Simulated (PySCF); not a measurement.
# Computed records: GeH$_{2}$O, ClGeHO

Calculation on a computer-drawn molecule: vertical ionisation energy to the stated ion spin, frozen-core CCSD(T) at the basis limit and cheaper methods, single-reference cases, UHF for radicals, no spin-orbit; all values are single points at the evaluated structure, the first of each entry, which is the reference or a displaced copy of it and isn't optimised; the reference structure only sets the zero of the energies above reference; triples share is (T) over the correlation energy; on germanium a core potential holds 10 electrons, which the energies leave out, and 3d is frozen in MP2 and coupled-cluster steps. Program: PySCF 2.14.0.

Common to all runs: charge 0; multiplicity 1; ion multiplicity 2; diffuse functions no; basis and core potential on germanium cc-pVnZ-PP ECP10MDF; reference is the Hartree-Fock double-zeta minimum; best is HF at quadruple zeta + MP2 correlation extrapolated from triple and quadruple zeta + CCSD(T) minus MP2 at triple zeta; basis step is the size of the change from the same recipe one zeta lower.

```yaml
- entry: 1
  formula: GeH2O
  evaluated_structure:
    atoms_angstrom:
      - [O, -0.861, 2.081, 0.9825]
      - [Ge, 0.4772, 3.2049, 0.8941]
      - [H, -0.7484, 1.3455, 1.4588]
      - [H, 1.4428, 2.4725, 2.0737]
  reference_structure:
    atoms_angstrom:
      - [O, -0.8598, 2.1143, 0.9308]
      - [Ge, 0.5016, 3.2637, 0.9652]
      - [H, -0.7904, 1.3335, 1.4616]
      - [H, 1.4175, 2.441, 1.9942]
  given:
    basis: cc-pVnZ
    drawn_bonds_atom: [1, 1, 2]
    drawn_bonds_other_atom: [2, 3, 4]
    drawn_bonds_order: [1, 1, 1]
  results:
    "ionisation_energy_best [eV]": 9.489
    "ionisation_energy_basis_step [eV]": 0.04437
    "energy_above_reference_best [kcal/mol]": 5.758
    "energy_above_reference_basis_step [kcal/mol]": 0.3387
    triple_zeta_method: [HF, PBE, r2SCAN, B3LYP, wB97X, MP2, CCSD, "CCSD(T)"]
    "triple_zeta_ionisation_energy [eV]": [8.539, 9.277, 9.311, 9.476, 9.551, 9.269, 9.361, 9.36]
    "triple_zeta_energy_above_reference [kcal/mol]": [3.685, 5.983, 5.446, 5.448, 5.286, 6.115, 5.505, 5.776]
    "ionisation_energy_Koopmans_at_triple_zeta [eV]": 9.389
    "ionisation_energy_EOM_CCSD_at_triple_zeta [eV]": 9.468
    "total_energy_HF_triple_zeta [hartree]": -369.4427
    "total_energy_CCSD(T)_triple_zeta [hartree]": -369.8138
    "total_energy_best [hartree]": -369.8684
    T1_diagnostic_at_triple_zeta: 0.01682
    D1_diagnostic_at_triple_zeta: 0.04602
    ion_T1_diagnostic_at_triple_zeta: 0.02573
    ion_D1_diagnostic_at_triple_zeta: 0.06269
    ion_spin_squared_at_triple_zeta: 0.8007
    triples_share_at_triple_zeta: 0.03448
    basis_functions_triple_zeta: 97
    "dipole_magnitude_HF_at_triple_zeta [debye]": 0.9268
    "dipole_magnitude_CCSD_unrelaxed_at_triple_zeta [debye]": 0.8187
    "dipole_magnitude_PBE_at_triple_zeta [debye]": 0.7116
    "dipole_magnitude_r2SCAN_at_triple_zeta [debye]": 0.7591
    "dipole_magnitude_B3LYP_at_triple_zeta [debye]": 0.6747
    "dipole_magnitude_wB97X_at_triple_zeta [debye]": 0.7487
- entry: 2
  formula: ClGeHO
  evaluated_structure:
    atoms_angstrom:
      - [O, 0.4701, 1.1763, 1.3714]
      - [Ge, -1.0029, 0.8501, 0.4389]
      - [Cl, -2.4002, 0.9099, 2.1433]
      - [H, 1.2726, 1.2096, 0.867]
  reference_structure:
    atoms_angstrom:
      - [O, 0.4701, 1.1763, 1.3714]
      - [Ge, -1.0029, 0.8501, 0.4389]
      - [Cl, -2.4002, 0.9099, 2.1433]
      - [H, 1.2726, 1.2096, 0.867]
  given:
    basis: "cc-pV(n+d)Z"
    drawn_bonds_atom: [1, 2, 1]
    drawn_bonds_other_atom: [2, 3, 4]
    drawn_bonds_order: [1, 1, 1]
  results:
    "ionisation_energy_best [eV]": 10.23
    "ionisation_energy_basis_step [eV]": 0.111
    "energy_above_reference_best [kcal/mol]": 0.0
    "energy_above_reference_basis_step [kcal/mol]": 0.0
    triple_zeta_method: [HF, PBE, r2SCAN, B3LYP, wB97X, MP2, CCSD, "CCSD(T)"]
    "triple_zeta_ionisation_energy [eV]": [9.424, 9.834, 9.983, 10.09, 10.25, 10.08, 10.06, 10.03]
    "triple_zeta_energy_above_reference [kcal/mol]": [0.0, 0.0, 0.0, 0.0, 0.0, 0.0, 0.0, 0.0]
    "ionisation_energy_Koopmans_at_triple_zeta [eV]": 10.38
    "ionisation_energy_EOM_CCSD_at_triple_zeta [eV]": 10.12
    "total_energy_HF_triple_zeta [hartree]": -828.4640
    "total_energy_CCSD(T)_triple_zeta [hartree]": -829.0354
    "total_energy_best [hartree]": -829.1274
    T1_diagnostic_at_triple_zeta: 0.01553
    D1_diagnostic_at_triple_zeta: 0.04985
    ion_T1_diagnostic_at_triple_zeta: 0.02425
    ion_D1_diagnostic_at_triple_zeta: 0.0742
    ion_spin_squared_at_triple_zeta: 0.8024
    triples_share_at_triple_zeta: 0.04053
    basis_functions_triple_zeta: 122
    "dipole_magnitude_HF_at_triple_zeta [debye]": 3.605
    "dipole_magnitude_CCSD_unrelaxed_at_triple_zeta [debye]": 3.348
    "dipole_magnitude_PBE_at_triple_zeta [debye]": 3.249
    "dipole_magnitude_r2SCAN_at_triple_zeta [debye]": 3.314
    "dipole_magnitude_B3LYP_at_triple_zeta [debye]": 3.432
    "dipole_magnitude_wB97X_at_triple_zeta [debye]": 3.547
- entry: 3
  formula: ClGeHO
  evaluated_structure:
    atoms_angstrom:
      - [O, 0.4675, 1.152, 1.3929]
      - [Ge, -1.0328, 0.9623, 0.4348]
      - [Cl, -2.4159, 0.9242, 2.1287]
      - [H, 1.2475, 1.2844, 0.8874]
  reference_structure:
    atoms_angstrom:
      - [O, 0.4701, 1.1763, 1.3714]
      - [Ge, -1.0029, 0.8501, 0.4389]
      - [Cl, -2.4002, 0.9099, 2.1433]
      - [H, 1.2726, 1.2096, 0.867]
  given:
    basis: "cc-pV(n+d)Z"
    drawn_bonds_atom: [1, 2, 1]
    drawn_bonds_other_atom: [2, 3, 4]
    drawn_bonds_order: [1, 1, 1]
  results:
    "ionisation_energy_best [eV]": 10.23
    "ionisation_energy_basis_step [eV]": 0.1227
    "energy_above_reference_best [kcal/mol]": 0.1126
    "energy_above_reference_basis_step [kcal/mol]": 0.005974
    triple_zeta_method: [HF, PBE, r2SCAN, B3LYP, wB97X, MP2, CCSD, "CCSD(T)"]
    "triple_zeta_ionisation_energy [eV]": [9.421, 9.834, 9.981, 10.09, 10.25, 10.1, 10.07, 10.03]
    "triple_zeta_energy_above_reference [kcal/mol]": [0.2979, 0.2704, 0.2756, 0.2871, 0.2489, 0.1732, 0.1869, 0.1727]
    "ionisation_energy_Koopmans_at_triple_zeta [eV]": 10.38
    "ionisation_energy_EOM_CCSD_at_triple_zeta [eV]": 10.12
    "total_energy_HF_triple_zeta [hartree]": -828.4635
    "total_energy_CCSD(T)_triple_zeta [hartree]": -829.0351
    "total_energy_best [hartree]": -829.1272
    T1_diagnostic_at_triple_zeta: 0.01564
    D1_diagnostic_at_triple_zeta: 0.05043
    ion_T1_diagnostic_at_triple_zeta: 0.02473
    ion_D1_diagnostic_at_triple_zeta: 0.07657
    ion_spin_squared_at_triple_zeta: 0.8029
    triples_share_at_triple_zeta: 0.04055
    basis_functions_triple_zeta: 122
    "dipole_magnitude_HF_at_triple_zeta [debye]": 3.442
    "dipole_magnitude_CCSD_unrelaxed_at_triple_zeta [debye]": 3.192
    "dipole_magnitude_PBE_at_triple_zeta [debye]": 3.102
    "dipole_magnitude_r2SCAN_at_triple_zeta [debye]": 3.16
    "dipole_magnitude_B3LYP_at_triple_zeta [debye]": 3.284
    "dipole_magnitude_wB97X_at_triple_zeta [debye]": 3.388
- entry: 4
  formula: ClGeHO
  evaluated_structure:
    atoms_angstrom:
      - [O, 0.4583, 1.1405, 1.4212]
      - [Ge, -1.0072, 0.8261, 0.4332]
      - [Cl, -2.4011, 0.954, 2.1543]
      - [H, 1.2784, 1.2494, 0.8464]
  reference_structure:
    atoms_angstrom:
      - [O, 0.4701, 1.1763, 1.3714]
      - [Ge, -1.0029, 0.8501, 0.4389]
      - [Cl, -2.4002, 0.9099, 2.1433]
      - [H, 1.2726, 1.2096, 0.867]
  given:
    basis: "cc-pV(n+d)Z"
    drawn_bonds_atom: [1, 2, 1]
    drawn_bonds_other_atom: [2, 3, 4]
    drawn_bonds_order: [1, 1, 1]
  results:
    "ionisation_energy_best [eV]": 10.31
    "ionisation_energy_basis_step [eV]": 0.1301
    "energy_above_reference_best [kcal/mol]": 0.9803
    "energy_above_reference_basis_step [kcal/mol]": 0.3241
    triple_zeta_method: [HF, PBE, r2SCAN, B3LYP, wB97X, MP2, CCSD, "CCSD(T)"]
    "triple_zeta_ionisation_energy [eV]": [9.513, 9.896, 10.05, 10.15, 10.33, 10.19, 10.15, 10.11]
    "triple_zeta_energy_above_reference [kcal/mol]": [3.302, 0.05341, 0.9532, 0.888, 1.453, 0.7982, 1.252, 0.8887]
    "ionisation_energy_Koopmans_at_triple_zeta [eV]": 10.49
    "ionisation_energy_EOM_CCSD_at_triple_zeta [eV]": 10.2
    "total_energy_HF_triple_zeta [hartree]": -828.4587
    "total_energy_CCSD(T)_triple_zeta [hartree]": -829.0340
    "total_energy_best [hartree]": -829.1258
    T1_diagnostic_at_triple_zeta: 0.01628
    D1_diagnostic_at_triple_zeta: 0.05309
    ion_T1_diagnostic_at_triple_zeta: 0.02598
    ion_D1_diagnostic_at_triple_zeta: 0.08013
    ion_spin_squared_at_triple_zeta: 0.8119
    triples_share_at_triple_zeta: 0.04126
    basis_functions_triple_zeta: 122
    "dipole_magnitude_HF_at_triple_zeta [debye]": 3.827
    "dipole_magnitude_CCSD_unrelaxed_at_triple_zeta [debye]": 3.519
    "dipole_magnitude_PBE_at_triple_zeta [debye]": 3.39
    "dipole_magnitude_r2SCAN_at_triple_zeta [debye]": 3.466
    "dipole_magnitude_B3LYP_at_triple_zeta [debye]": 3.596
    "dipole_magnitude_wB97X_at_triple_zeta [debye]": 3.73
- entry: 5
  formula: ClGeHO
  evaluated_structure:
    atoms_angstrom:
      - [O, 0.4583, 1.1405, 1.4212]
      - [Ge, -1.0072, 0.8261, 0.4332]
      - [Cl, -2.3665, 0.9508, 2.1116]
      - [H, 1.2784, 1.2494, 0.8464]
  reference_structure:
    atoms_angstrom:
      - [O, 0.4701, 1.1763, 1.3714]
      - [Ge, -1.0029, 0.8501, 0.4389]
      - [Cl, -2.4002, 0.9099, 2.1433]
      - [H, 1.2726, 1.2096, 0.867]
  given:
    basis: "cc-pV(n+d)Z"
    drawn_bonds_atom: [1, 2, 1]
    drawn_bonds_other_atom: [2, 3, 4]
    drawn_bonds_order: [1, 1, 1]
  results:
    "ionisation_energy_best [eV]": 10.23
    "ionisation_energy_basis_step [eV]": 0.1356
    "energy_above_reference_best [kcal/mol]": 0.9642
    "energy_above_reference_basis_step [kcal/mol]": 0.2353
    triple_zeta_method: [HF, PBE, r2SCAN, B3LYP, wB97X, MP2, CCSD, "CCSD(T)"]
    "triple_zeta_ionisation_energy [eV]": [9.428, 9.842, 9.99, 10.1, 10.26, 10.13, 10.08, 10.04]
    "triple_zeta_energy_above_reference [kcal/mol]": [3.225, 0.4461, 0.9111, 1.277, 1.307, 0.7363, 1.225, 0.9252]
    "ionisation_energy_Koopmans_at_triple_zeta [eV]": 10.4
    "ionisation_energy_EOM_CCSD_at_triple_zeta [eV]": 10.13
    "total_energy_HF_triple_zeta [hartree]": -828.4589
    "total_energy_CCSD(T)_triple_zeta [hartree]": -829.0339
    "total_energy_best [hartree]": -829.1258
    T1_diagnostic_at_triple_zeta: 0.01604
    D1_diagnostic_at_triple_zeta: 0.05216
    ion_T1_diagnostic_at_triple_zeta: 0.02669
    ion_D1_diagnostic_at_triple_zeta: 0.08058
    ion_spin_squared_at_triple_zeta: 0.8057
    triples_share_at_triple_zeta: 0.0411
    basis_functions_triple_zeta: 122
    "dipole_magnitude_HF_at_triple_zeta [debye]": 3.427
    "dipole_magnitude_CCSD_unrelaxed_at_triple_zeta [debye]": 3.156
    "dipole_magnitude_PBE_at_triple_zeta [debye]": 3.055
    "dipole_magnitude_r2SCAN_at_triple_zeta [debye]": 3.117
    "dipole_magnitude_B3LYP_at_triple_zeta [debye]": 3.246
    "dipole_magnitude_wB97X_at_triple_zeta [debye]": 3.349
```
